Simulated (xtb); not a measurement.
AlF₂Cl, SMILES [F][Al]([F])[Cl]. All values are semi-empirical tight-binding results from xtb (GFN2-xTB unless named), good for trends rather than for accurate numbers. The structure is a stationary point at GFN2-xTB.

Optimised geometry:

```xyz
4

Al    -0.3698     0.0072     0.0000
F     -1.2794    -0.0036    -1.3686
F     -1.2794    -0.0036     1.3686
Cl     1.6375    -0.0017     0.0000
```

For metal compounds this method's bond lengths and energies can be far off.

Computed properties:
The point group as xtb finds it comes out as C2v, the orbital gap is 4.76 eV and the zero-point energy is 3.9 kcal/mol. The G − E(el) at 298.15 K (modified RRHO) is -14.0 kcal/mol.

Q: Give the atomic charges and the Wiberg bond orders between heavy atoms. (The exact figures need the calculation; the answer reports its results.)

A: charges (e) Al1 0.51, F2 -0.23, F3 -0.23, Cl4 -0.05. Bond orders Al1–F2 1.24, Al1–F3 1.24, Al1–Cl4 1.43.
